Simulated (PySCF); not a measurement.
Compound: C6H14N2Si.
Structure used (GFN2-xTB), in Å, numbered top down from 1:
```xyz
23
C6H14N2Si angstrom
C     -2.2410    1.4841    0.0950
C     -1.4815    0.3885    0.8478
C     -2.3499   -0.8656    0.9785
C     -0.1891    0.0739    0.1698
N      0.9392    0.2335    0.7363
N      1.9582   -0.1191   -0.0781
Si     3.5837    0.0145    0.4867
C      1.4562   -0.5824   -1.3790
C     -0.0662   -0.4625   -1.2459
H     -3.1456    1.7499    0.6374
H     -1.6246    2.3740   -0.0076
H     -2.5270    1.1401   -0.8967
H     -1.2321    0.7533    1.8490
H     -3.2561   -0.6344    1.5338
H     -1.8113   -1.6496    1.5056
H     -2.6368   -1.2376   -0.0028
H      3.7734   -0.8418    1.6595
H      4.3898   -0.4488   -0.6449
H      3.8825    1.4105    0.8137
H      1.7817   -1.6107   -1.5552
H      1.8584    0.0490   -2.1753
H     -0.4951    0.2321   -1.9695
H     -0.5715   -1.4239   -1.3480
```

NICS = −σ at a ghost point: NICS(0) at the centroid of the ring atoms, NICS(1) 1 Å to either side along the normal of their mean plane, zz for the tensor component along that normal. Level: GIAO PBE0/pcSseg-1 (PySCF, non-relativistic, gas phase) on the GFN2-xTB geometry, one conformer.

Ring bond lengths (Å), with Mayer bond orders in brackets: C4–N5 1.273 (1.81), N5–N6 1.351 (1.07), N6–C8 1.469 (0.85), C8–C9 1.533 (1.06), C9–C4 1.519 (0.96).

Give the NICS values of each ring in ppm.

```json
{"ring": "C4–N5–N6–C8–C9", "type": "5-membered ring with 2 N; formal bonds 1 double, 4 single", "NICS(0)": "-3.2", "NICS(1), two faces": "-2.7 / -2.7", "NICS(1)zz, two faces": "-3.1 / -3.1", "rms pucker (Å)": "0.00", "centre to ring atoms, mean (Å)": "1.21"}
```

What do they say, and how far can they be read as aromaticity?

- C4–N5–N6–C8–C9: mean NICS(1)zz -3.1 ppm, shielded. C8, C9 have four or more neighbours; no verdict on aromaticity is drawn.

What is the mean of the two in-plane components of NICS at the first NICS(1) probe listed for ring C4–N5–N6–C8–C9, 1 Å off the ring?

The isotropic value is a third of the trace: (3 × -2.7 − (-3.1))/2 = -2.5 ppm.

What are the shieldings of the ring atoms and their hydrogens in the same run (means over atoms taken as equivalent)?

```
   atoms                   environment  σ isotropic (ppm)  principal values of the symmetric part, first atom (ppm)
      C4                    C=N carbon               30.1                                         -61.9, 62.6, 89.5
      N5                  C=N nitrogen             -102.3                                      -375.0, -78.6, 146.6
      N6        silicon-bound nitrogen              151.9                                         83.6, 95.4, 276.6
      C8  sp3 carbon bound to nitrogen              136.2                                        98.2, 137.1, 173.2
      C9               ring CH2 carbon              155.9                                       129.6, 163.5, 174.6
H20 (×2)            methylene hydrogen              28.06                                          22.6, 27.8, 33.7
H22 (×2)            methylene hydrogen              28.99                                          23.5, 29.3, 34.1
```
